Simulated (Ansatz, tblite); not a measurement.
Forces on Li₃N₂⁻ at its B3LYP-D4/def2-TZVPD geometry. Charge -1, multiplicity 1.

The xTB rows come from tblite. At PBE0-D4/def2-TZVPD the restricted singlet is unstable: a solution with broken spin symmetry lies lower. At PBE0-D4/def2-TZVPD the highest occupied level of the charge -1 singlet lies above zero (up to 0.56 eV). Its loss leaves the charge 0 doublet, which lies 0.34 eV higher (vertical, at PBE0-D4/def2-TZVPD), but this difference is unsure: the doublet is doubtful (geometry relaxed on an unsound state). The geometry of the singlet was relaxed on an unsound state (restricted singlet, unstable towards broken spin symmetry at other levels and untested here). The structure comes from a short search, and lower isomers may exist.

GFN2-xTB (tblite), largest force 2.42 eV/Å:

```xyz
5
positions Å, forces eV/Å
Li   -0.646    0.410    1.672    0.619   -0.316    0.670
Li    1.660   -0.899    0.331    0.459   -0.247    0.093
Li   -0.155    0.025   -1.832    0.766   -0.432   -0.394
N     0.105   -0.057    0.021    0.257   -0.140    0.050
N    -0.964    0.521   -0.192   -2.101    1.135   -0.419
```

PBE0-D4/def2-TZVPD (Ansatz), largest force 0.39 eV/Å:

```
Li 0.015 -0.010 -0.035
Li 0.035 -0.018 0.007
Li 0.004 -0.002 0.038
N -0.343 0.185 -0.067
N 0.289 -0.154 0.056
```
